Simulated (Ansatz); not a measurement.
A run for Ansatz (a first-principles code): R-wB97M-V/def2-TZVPP on BFH2OSe (SMILES OB(F)[SeH]), a point of a torsion scan.

Ansatz 0.2 input:
```yaml
crystal:
  periodic: [false, false, false]
  atoms:
    - {symbol: O, position_ang: [-0.92653092, -0.80661632, 0.31268286]}
    - {symbol: B, position_ang: [-0.21816442, 0.29157002, 0.08737102]}
    - {symbol: F, position_ang: [-0.74447213, 1.33149465, -0.55047218]}
    - {symbol: Se, position_ang: [1.55525714, 0.42879765, 0.84593440]}
    - {symbol: H, position_ang: [-1.82390801, -0.85542847, -0.02097670]}
    - {symbol: H, position_ang: [1.31687141, -0.50308009, 1.91097763]}
basis:
  gaussian:
    orbitals: def2-TZVPP
hamiltonian:
  xc: {name: wB97M-V}
scf: {lower_state_search: off}
```

Output:

```
WARN ansatz: RAYON_NUM_THREADS=1 ignored (pool sized by the plan → 1); use --threads N
Functional definition: wB97M-V
these checks for a lower state are left out or cut short: stability, starts, cluster_reference, orbital_swaps, neighbouring_geometries, increment
integrals: 0.11 GiB planned
989 factors; their error is unknown
integrals: 0.14 GiB planned
201 factors; integrals over basis functions are off by at most 7.6e-6 eV
mean field: 0.94 GiB planned
mean field evaluation 1: about -70819.0584 eV, gradient 5.0e1 eV
mean field evaluation 2: about -70819.0145 eV, gradient 5.4e1 eV
mean field evaluation 4: about -70823.0371 eV, gradient 1.6e0 eV
mean field evaluation 8: about -70823.0421 eV, gradient 3.9e-2 eV
mean field evaluation 16: about -70823.2889 eV, gradient 9.0e-5 eV
mean field -70823.28892537 eV, -2602.7078622580 hartree, gradient 6.3e-6 eV, S^2 0.000000; 0 other end points of the search recorded, 0 dependent functions left out
reference -70823.28896682 eV, -2602.7078637812 hartree; 29, 29 occupied and 140, 140 virtual orbitals, 989 factors
Total energy: -70823.28896682 eV, -2602.7078637812 hartree
Checks for a lower state left out: stability, starts, cluster_reference, orbital_swaps, neighbouring_geometries, increment
```

The calculation finished and met its thresholds.

Cost: very roughly 7 core-seconds.
